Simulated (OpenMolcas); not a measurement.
**Al2+: effect of the IPEA shift**

```
Program             : OpenMolcas 26.06
Basis               : ANO-RCC-VDZP [4s3p1d]
Scalar Hamiltonian  : DKH2, point nucleus
Active space        : 1 electron in 4 orbitals (3s 3p)
State averaging     : 2S+1 = 2 even, 1 root; 2S+1 = 2 odd, 3 roots
Spin-orbit coupling : state interaction with AMFI integrals over the reference wave functions, term energies averaged over their components
```

Methods on the same reference wave functions:
A. CASSCF
B. SS-CASPT2, IPEA 0 Eh, imaginary shift 0.1 Eh (closed shells correlated: 2s 2p)
C. SS-CASPT2, IPEA 0.25 Eh, imaginary shift 0.1 Eh (closed shells correlated: 2s 2p)

Energies in cm-1 above 3s 2S 1/2, the measured ground level; measured values from NIST levels in Kelleher and Podobedova, J. Phys. Chem. Ref. Data 37, 709 (2008).

```json
{"Level": "3s 2S 1/2", "A": "0.0", "B": "0.0", "C": "0.0", "Measured": "0.0"}
{"Level": "3p 2P* 1/2", "A": "56515", "B": "56608", "C": "56609", "Measured": "53683"}
{"Level": "3p 2P* 3/2", "A": "56721", "B": "56814", "C": "56815", "Measured": "53917"}
```

Deviations, from unrounded energies. A percentage is the sum of absolute deviations over the sum of measured energies, with the sign that they share, or ± where signs differ.

| Against measurement | Levels | A | B | C |
| --- | --- | --- | --- | --- |
| mean absolute deviation (cm-1) | 2 | 2800 | 2900 | 2900 |
| other configurations (%) | 2 | +5.2 | +5.4 | +5.4 |

A, B, C lie about equally close to measurement. The largest miss of A in the table is 3p 2P* 1/2, by +2800 cm-1. The ranking rests on the paired levels alone, and a cruder setting can come out closer through cancelling errors.

Between B and C no level of the table moves by more than 5 cm-1.

The lowest spin-free term lies below A's lowest term by 0.033 hartree in B, 0.033 hartree in C.

With one active electron the reference holds no correlation, so core polarisation is missing (holds for A). With one active electron, CASPT2 adds the correlation within the correlated inactive shells and between them and that electron, and leaves the splitting within a term as the reference gives it (holds for B; C). Computed and measured levels are paired by configuration, term and J; levels that our copy of the source lacks, or whose pairing is in doubt (as where it misses far off the trend of its configuration), stay unpaired and out of the deviations. Levels of configurations outside the active space are missing.

* marks odd parity.
